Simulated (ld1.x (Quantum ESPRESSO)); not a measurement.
Logarithmic derivatives: Mn, ultrasoft

- Element: Mn
- Generator: ld1.x (Quantum ESPRESSO) 7.5
- Type: ultrasoft
- Functional: LDA (PZ)
- Relativity: fully relativistic
- Frozen core: [Ar]
- Valence charge: 7
- Reference configuration: 3d5 4s1.75 4p0.25
- Partial waves: 4s (bound): rcut 1.95, rcutus 2.30 bohr; 4s channel at 0.75 Ry: rcut 1.95, rcutus 2.30 bohr; 4p (bound): rcut 3.10, rcutus 3.35 bohr; 4p channel at 3.85 Ry: rcut 3.10, rcutus 3.35 bohr; 3d (bound): rcut 1.35, rcutus 1.55 bohr; 3d channel at 0.5 Ry: rcut 1.35, rcutus 1.55 bohr
- Local potential: all-electron potential smoothed inside 1.95 bohr (lloc = -2)
- Core correction: Bessel-smoothed model core, default radius (core density twice the valence density)
- Augmentation charge: built from norm-conserving waves at rcut, not smoothed further

Open shells are filled in proportion to 2j + 1 (rel_dist='average').

The phase is arctan(r·u′/u) with u = r·R(r), unwrapped; energies in Ry, scanned from -3 to 5 Ry. A pole is an energy at which the radial function vanishes at the test radius. The pseudo phase is shifted by a multiple of π to meet the all-electron one at the reference energy, and phase errors are pseudo minus all-electron; the curves can meet again beyond the range given. Levels narrower than the energy grid can be missing from the lists of poles.

```tsv
channel	radius (bohr)	reference energy (Ry)	poles, all-electron	poles, pseudo	unbroken range about the reference energy with phases within 0.05 rad	phase error 1 Ry above the reference energy (rad)
s	3.67	-0.41	0.06, 3.72	0.06, 3.79	the whole range	-0.000
p1/2	3.67	-0.13	0.67, 4.38	0.75	below 1.1	+0.032
p3/2	3.67	-0.12	0.69, 4.42	0.77	below 1.2	+0.031
d3/2	3.67	-0.55	-0.52, 1.81	-0.52, 1.81	below 3.3	+0.000
d5/2	3.67	-0.54	-0.51, 1.82	-0.51, 1.81	below 3.3	+0.000
```

A Bessel basis up to 400 Ry misses an occupied level by 0.13 Ry, so cutoffs and ghosts were not judged.

Phases in the p3/2 channel:

```
E (Ry)  all-electron  pseudo
 -3.00         1.405   1.406
 -2.52         1.387   1.389
 -2.04         1.363   1.365
 -1.56         1.326   1.329
 -1.08         1.257   1.261
 -0.60         1.073   1.079
 -0.12        -0.218  -0.218
  0.36        -1.418  -1.403
  0.84        -1.617  -1.588
  1.32        -1.744  -1.680
  1.80        -1.956  -1.766
  2.28        -3.041  -1.899
  2.76        -4.334  -2.252
  3.24        -4.556  -3.559
  3.72        -4.642  -4.306
  4.20        -4.693  -4.501
  4.68        -4.733  -4.587
```
